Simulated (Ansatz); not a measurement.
Consider the isomerisation: `CC(C)[Si]O` → `C1C[SiH2]CO1`.

Gas-phase electronic energies from Ansatz, PBE0-D4/def2-TZVP geometries. CCSD(T)/CBS is the MP2 limit (def2-TZVPP, def2-QZVPP) plus CCSD(T) − MP2 in def2-TZVPP, frozen cores. DFT in def2-TZVPP. One conformer a species, not always the lowest.

`CC(C)[Si]O`:

Cartesian coordinates in Å:
```
C 1.105 -0.474 0.081
C -0.104 0.248 -0.490
C -1.310 -0.684 -0.634
Si -0.691 1.842 0.421
O 0.380 1.969 1.674
H 1.991 0.169 0.125
H 0.908 -0.848 1.092
H 1.380 -1.345 -0.523
H 0.146 0.617 -1.498
H -2.184 -0.165 -1.041
H -1.604 -1.104 0.333
H -1.088 -1.525 -1.298
H 1.069 1.301 1.759
```

`C1C[SiH2]CO1`:

Z-matrix (Å, degrees):
```
C
O 1 1.414
C 1 1.532 2 110.2
H 1 1.101 2 109.9 3 121.1
H 1 1.091 2 106.2 3 -122.3
C 2 1.422 1 110.4 3 -52.9
Si 3 1.886 1 101.8 2 35.1
H 3 1.092 1 110.6 2 -82.0
H 3 1.091 1 112.1 2 157.3
H 6 1.090 2 107.7 1 163.6
H 6 1.100 2 110.6 1 -78.8
H 7 1.489 3 114.3 1 107.6
H 7 1.487 3 113.5 1 -127.1
```

```tsv
level	ΔE (kcal/mol)
r2SCAN	13.5
r2SCANh	13.5
```

Task: What does CCSD(T)/CBS give? (An estimate is asked.)

Result: Ansatz gave: +18.0 kcal/mol. The listed levels differ from it by -4.5, -4.5 kcal/mol.

Largest T1 diagnostic among the species: 0.013.

From PBE to PBE0 (25 % exact exchange), in def2-TZVPP and without D4, ΔE moves by −1.6 kcal/mol. Leaving LDA and LC-ωPBE aside and taking each functional with its dispersion term where it has one, the values, not all of them listed here, spread over 6.6 kcal/mol, from ωB97X-V to BLYP-D4. LDA lies −2.8 kcal/mol from PBE without D4. In def2-TZVPP, CCSD(T) changes the Hartree–Fock value by +2.7 kcal/mol (the triples alone add −0.1 kcal/mol) and MP2 by +2.6 kcal/mol.
